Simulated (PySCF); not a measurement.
# Correlation energy of Ir (iridium, neutral)

[Xe] 4f14 5d8 6s1, high-spin 4F determinant (an excited configuration). All numbers are calculated (PySCF 2.14, the spin-free X2C one-electron Hamiltonian (Gaussian nucleus), in x2c-TZVPPall with one added diffuse shell each of s, p, d, f type (12s8p8d4f1g, 113 functions)). Frozen: [Xe] 4f14; 9 electrons correlated.

| level | correlation energy (mhartree) |
| --- | --- |
| CCSD | -230.95 |
| (T) | -10.58 |
| CCSD(T) | -241.53 |

Diagnostics: T1 = 0.013, D1 = 0.0424, largest double amplitude 0.020.

Spin-orbit coupling, absent here, splits the open shell strongly.

Cost of the coupled-cluster step: of the order of 50 core-seconds, for 9 correlated electrons.
